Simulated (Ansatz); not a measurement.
Species: CH₅GeO, charge 0, doublet. CH5GeO (SMILES [GeH2][O]C, doublet).
B3LYP-D3(BJ)/def2-TZVP minimum from Ansatz (a quantum-chemistry and plane-wave program):
```xyz
8

Ge     0.6761    -0.2274     0.2573
O     -0.8443    -0.1100    -0.6890
C     -1.7242     0.9875    -0.5187
H      0.3156     0.1291     1.7366
H      1.0685    -1.7211     0.1033
H     -1.8750     1.2355     0.5383
H     -1.3556     1.8780    -1.0377
H     -2.6878     0.7116    -0.9503
```
Charge 0, spin multiplicity 2.

Quantity: atomisation energy (electronic, to ground-state atoms), in kcal/mol. Open shells are spin-unrestricted; no spin-orbit coupling. Correlated methods leave the cores frozen (noble-gas shells, and filled d and f shells in the p block). No relativity. CBS(X,Y): correlation extrapolated as X^-3, Hartree-Fock from the larger set. A bracket is a step between two methods taken in the basis named. For partners of very few electrons the exact lower level stands in for a higher one.

CCSD(T)/CBS(cc-pVTZ,cc-pVQZ) + [CCSDT(Q) - CCSD(T)]/cc-pVDZ (Ansatz) gives 612.5 kcal/mol.

**Question.** How far off this value is PBE/def2-TZVPD (Ansatz), in which direction, and how far these levels: r2SCAN/def2-TZVPD, B3LYP/def2-TZVPD, PBE0/def2-TZVPD, wB97M-V/def2-TZVPD, CCSD(T)/CBS(cc-pVTZ,cc-pVQZ)?

**Answer.** PBE gives 617.8 kcal/mol, 5.3 kcal/mol above it. Differences of the others: r2SCAN/def2-TZVPD (Ansatz) 1.8; B3LYP/def2-TZVPD (Ansatz) -5.4; PBE0/def2-TZVPD (Ansatz) -6.4; wB97M-V/def2-TZVPD (Ansatz) -2.3; CCSD(T)/CBS(cc-pVTZ,cc-pVQZ) (Ansatz) -0.8 kcal/mol.
